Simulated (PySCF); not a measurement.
3-methoxypropanenitrile (C4H7NO), SMILES C(COC)C#N. Heavy atoms are numbered as in [CH3:1][O:2][CH2:3][CH2:4][C:5]#[N:6]. Hydrogens are named by the atom that carries them.

The structure is a stationary point at ωB97X-D3(BJ)/def2-SVP. Other conformers were not sampled.

These are PBE/pcSseg-1 in PySCF values and carry that method's errors.

GIAO shieldings, no solvent; atoms alike by connectivity are averaged. δ = σ(ref) − σ: ¹³C against TMS (σ = 182.0 ppm); ¹⁷O against H2O (σ = 334.3 ppm); ¹⁵N against NH3 (σ = 267.0 ppm); ¹H against TMS (σ = 31.49 ppm), references at their B3LYP-D3(BJ)/def2-TZVP geometries, non-relativistic.

```csv
atoms,nucleus,count,δ (ppm)
C5,¹³C,1,…
C3 (CH2),¹³C,1,76.1
C1 (CH3),¹³C,1,…
C4 (CH2),¹³C,1,23.5
O2,¹⁷O,1,…
N6,¹⁵N,1,305.4
H on C1,¹H,3,3.80
H on C3,¹H,2,3.67
H on C4,¹H,2,…
```

Problem. Complete the blanks. (An estimate is asked for; the answer gives what the named calculation found.)

Solution. 
- C5, δ (ppm): 118.6
- O2, δ (ppm): 42.5
- H on C4, δ (ppm): 2.64
- C1 (CH3), δ (ppm): 64.3
